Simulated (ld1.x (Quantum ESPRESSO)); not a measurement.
# Before and after: TM potential for H (Z = 1)

* Element: hydrogen (H)
* Generator: ld1.x (Quantum ESPRESSO) 7.5
* Type: norm-conserving Troullier–Martins (Kleinman–Bylander form)
* Functional: PBE
* Relativity: scalar-relativistic
* Frozen core: none
* Valence charge: 1
* Reference configuration: 1s1
* Partial waves: 2p channel at 0.05 Ry: rc 0.75 bohr; 1s (bound): rc 0.80 bohr
* Local potential: the s channel
* Core correction: none

Change: wave 1s (bound): rc 0.80 bohr becomes 1s (bound): rc 1.12 bohr.

Cutoffs: the cutoffs (Ry, on a coarse ladder) from which the occupation-weighted sum of valence levels, in a spherical-Bessel basis at the reference potential, stays within 10 and 1 mRy of its value at 400 Ry; they do not see the model core or the augmentation charge, which bear on the density cutoff. Errors are all-electron minus pseudo energies relative to the spin-unpolarised reference configuration.

What does the change do?

The potential gets softer (30 Ry and 70 Ry → 21 Ry and 40 Ry); neither file shows a bound ghost. A larger radius leaves more room for a smooth pseudo-wave, so fewer plane waves are needed.

| quantity | base | changed |
| --- | --- | --- |
| cutoff, loose | 30 Ry | 21 Ry |
| cutoff, tight | 70 Ry | 40 Ry |
| bound ghosts | none | none |
| error for 1s0.5, meV [ΔE 4.76 eV] | +0.1 | +0.9 |
